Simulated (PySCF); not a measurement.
**How methods differ on the excitation energy of Ir⁺**

Ir⁺ [Xe] 4f14 5d7 6s1 (5F) → Ir⁺ [Xe] 4f14 5d6 6s1 7s1 (7D), as a difference of total energies. Computed with PySCF 2.14 in x2c-TZVPPall with one added diffuse shell each of s, p, d, f type (12s8p8d4f1g, 113 functions), with the spin-free X2C one-electron Hamiltonian (Gaussian nucleus). Correlated levels: valence: [Xe] 4f14 frozen; valence and next inner shell: [Kr] 4d10 4f14 frozen. The calculations carry no spin-orbit coupling.

| method | excitation energy (eV) |
| --- | --- |
| UHF | 11.156 |
| LDA | 12.812 |
| PBE | 12.463 |
| PBE0 | 12.406 |
| r2SCAN | 12.594 |
| BP86 | 12.673 |
| B2PLYP | 12.641 |
| r2SCAN0 | 12.517 |
| MP2 (valence) | 12.378 |
| SCS-MP2 (valence) | 12.674 |
| MP2 (valence and next inner shell) | 12.332 |
| SCS-MP2 (valence and next inner shell) | 12.467 |

**Question.** How much does correlation contribute at MP2 (valence and next inner shell)?

**Answer.** 12.332 − (11.156) = 1.176 eV, measured against UHF.

A first-order spin-orbit estimate (lowest level to lowest level, LS coupling) adds 0.207 eV.

The promoted electron is Rydberg-like, and one or two diffuse shells describe it only roughly, which tends to raise the upper state.
